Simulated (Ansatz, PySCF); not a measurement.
Gas-phase reaction (SMILES): CC(C)C([SiH3])[SiH3] + 4 C (CH4) -> 3 CC (C2H6) [ethane] + 2 C[SiH3]; bond separation energy.

Geometries: B3LYP-D3(BJ)/def2-TZVP minima from Ansatz (an electronic-structure program), one conformer each, not searched for the lowest. Correlated levels leave the core frozen unless marked. Spin-orbit coupling is left out. No relativistic terms. CBS(X,Y): correlation extrapolated as X^-3; Hartree-Fock from the larger set. The bracket is a focal-point correction in the basis named. Thermal terms are rigid-rotor harmonic-oscillator values from B3LYP-D3(BJ) frequencies (Ansatz or PySCF) at 298.15 K and 1 atm. 1 Eh = 627.5095 kcal/mol.

```tsv
species	E, RI-MP2/CBS(cc-pV(T+d)Z,cc-pV(Q+d)Z)+[CCSD(T)-MP2]/cc-pV(T+d)Z (Ansatz) (Eh)	E, PBE-D3(BJ)/def2-TZVPD (Ansatz + dftd3) (Eh)	H - E (Eh)
CC(C)C([SiH3])[SiH3]	-738.79170	-739.37664	0.17295
C (CH4)	-40.46125	-40.46420	0.04840
CC (C2H6)	-79.71807	-79.73427	0.07887
C[SiH3]	-330.73641	-331.01138	0.06602
```

Task: Work out ΔE and ΔH at 298.15 K at the first level, then ΔH at the second.

Result: 
1. ΔE = [3×(-79.71807) + 2×(-330.73641)] - [(-738.79170) + 4×(-40.46125)] = 0.00967 Eh = 6.1 kcal/mol at RI-MP2/CBS(cc-pV(T+d)Z,cc-pV(Q+d)Z)+[CCSD(T)-MP2]/cc-pV(T+d)Z.
2. The terms H - E add up to 0.00210 Eh, so ΔH = (0.00967 + (0.00210))×627.5095 = 7.4 kcal/mol.
3. At PBE-D3(BJ)/def2-TZVPD the same steps give ΔE = 4.9 and ΔH = 6.3 kcal/mol, a shift of -1.1 from the first level.
4. These values are not checked against measurement here, since the tables used lack a sound gas-phase enthalpy of formation for at least one species.
